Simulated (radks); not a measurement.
The numbers below are computed, except where a source is named.
Initial-state core-level shifts of neutral thallium when its valence configuration changes from [Hg] 6p1. Code: a radial shooting solver on a logarithmic mesh with Libxc functionals. Model: Dirac Kohn-Sham, LDA (Slater exchange, Perdew-Wang correlation), spin-unpolarised, spherical densities, finite nucleus; open shells fill j = l - 1/2 first; Fermi nuclear charge, rms radius 5.4759 fm. Shifts are changes of the shell-averaged eigenvalues in eV (positive: less bound); the change of the density at the nucleus, which sets a Mossbauer isomer shift, is in e/bohr^3, on a base of 2.512e+06.

| valence | 2p | 3d | 4p | 5s | density at nucleus |
|---|---|---|---|---|---|
| [Xe] 4f14 5d10 6s1 6p2 | -1.453 | -1.464 | -1.472 | -1.468 | -183.5 |
| [Xe] 4f14 5d8 6s2 6p3 | -11.141 | -11.089 | -10.925 | -10.325 | +162.2 |
| [Xe] 4f13 5d9 6s2 6p3 | -25.924 | -28.064 | -24.771 | -14.959 | +370.4 |
| [Xe] 4f14 5d9.5 6s1 6p2.5 | -4.305 | -4.307 | -4.284 | -4.156 | -158.9 |
| [Xe] 4f14 5d9 6s2 6p2 | -5.166 | -5.150 | -5.081 | -4.822 | +79.8 |
| [Xe] 4f14 5d8 6s1 6p4 | -13.010 | -12.965 | -12.804 | -12.176 | -80.5 |
| [Xe] 4f13 5d9.5 6s1.5 6p3 | -23.838 | -26.003 | -22.771 | -13.143 | +213.6 |
| [Xe] 4f13 5d10 6s2 6p2 | -19.771 | -21.948 | -18.763 | -9.316 | +285.2 |
| [Xe] 4f14 5d9.5 6s2 6p1.5 | -2.577 | -2.570 | -2.538 | -2.419 | +39.2 |
